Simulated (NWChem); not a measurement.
System meant: CH₄BeOS; SMILES [SH][Be][O]C

NWChem input:

```
start job
memory heap 200 mb stack 900 mb global 1100 mb
geometry units angstroms noautoz
  Be     0.030838    -0.144791     0.070405
  O      0.024023     1.245003     0.028196
  C      0.012955     2.618181    -0.003058
  H      0.075723     3.041935     1.014890
  H      0.865803     3.010380    -0.584692
  H     -0.913539     2.997786    -0.468818
  S      0.071478    -2.054434     0.134956
  H     -1.237587    -2.162063    -0.188993
end
basis spherical
  Be library def2-svp
  O library def2-svp
  C library def2-svp
  H library def2-svp
  S library def2-svp
end
dft
  odft
  mult 2
  xc pbe0
  iterations 150
  mulliken
end
task dft energy
```

End of the output:

```
 Summary of "ao basis" -> "" (spherical)
 ------------------------------------------------------------------------------
       Tag                 Description            Shells   Functions and Types
 ---------------- ------------------------------  ------  ---------------------
 Be                         def2-svp                 5        9   3s2p
 O                          def2-svp                 6       14   3s2p1d
 C                          def2-svp                 6       14   3s2p1d
 H                          def2-svp                 3        5   2s1p
 S                          def2-svp                 8       18   4s3p1d

                                 NWChem DFT Module
                                 -----------------

 Summary of "ao basis" -> "ao basis" (spherical)
 ------------------------------------------------------------------------------
       Tag                 Description            Shells   Functions and Types
 ---------------- ------------------------------  ------  ---------------------
 Be                         def2-svp                 5        9   3s2p
 O                          def2-svp                 6       14   3s2p1d
 C                          def2-svp                 6       14   3s2p1d
 H                          def2-svp                 3        5   2s1p
 S                          def2-svp                 8       18   4s3p1d

  number of electrons :                   38
  multiplicity        :                    2
 ------------------------------------------------------------------------
  no. of electrons and multiplicity not compatible                  38
 ------------------------------------------------------------------------
 ------------------------------------------------------------------------
  current input line :
    27: task dft energy
 ------------------------------------------------------------------------
 ------------------------------------------------------------------------
 There is an error in the input file
 ------------------------------------------------------------------------
 For more information see the NWChem manual at https://nwchemgit.github.io

0: no. of electrons and multiplicity not compatible:Received an Error in Communication
```

Problem. Can this run be used? If not, why, and what is the fix?

Solution. The input was rejected before any calculation. Cause: the multiplicity doesn't fit the number of electrons (an even count wants an odd multiplicity, and the reverse). This input runs:
```
start job
memory heap 200 mb stack 900 mb global 1100 mb
geometry units angstroms noautoz
  Be     0.030838    -0.144791     0.070405
  O      0.024023     1.245003     0.028196
  C      0.012955     2.618181    -0.003058
  H      0.075723     3.041935     1.014890
  H      0.865803     3.010380    -0.584692
  H     -0.913539     2.997786    -0.468818
  S      0.071478    -2.054434     0.134956
  H     -1.237587    -2.162063    -0.188993
end
basis spherical
  * library def2-svp
end
dft
  xc pbe0
  iterations 150
  mulliken
end
task dft energy
```
It converges to -528.23951 Ha (PBE0/def2-SVP).
